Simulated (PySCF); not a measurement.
SeF2, SMILES F[Se]F. Atoms are numbered in the order given.

```xyz
3

Se     0.0000     0.0000     0.3999
F      0.0000     1.2902    -0.7553
F      0.0000    -1.2902    -0.7553
```

Geometry: ωB97X-D3(BJ)/def2-TZVP.

These are PBE0/pcSseg-2 run with PySCF values and carry that method's errors.

GIAO shieldings, no solvent; atoms alike by connectivity are averaged. δ = σ(ref) − σ: ⁷⁷Se against Me2Se (σ = 1739.2 ppm); ¹⁹F against CFCl3 (σ = 165.8 ppm), references at their B3LYP-D3(BJ)/def2-TZVP geometries, non-relativistic.

### Question
Estimate the chemical shifts. (The exact figures need the calculation; the answer reports its results.)

### Answer

```csv
nucleus,atoms,count,δ (ppm)
⁷⁷Se,Se1,1,3580.9
¹⁹F,"F2, F3",2,-225.0
```
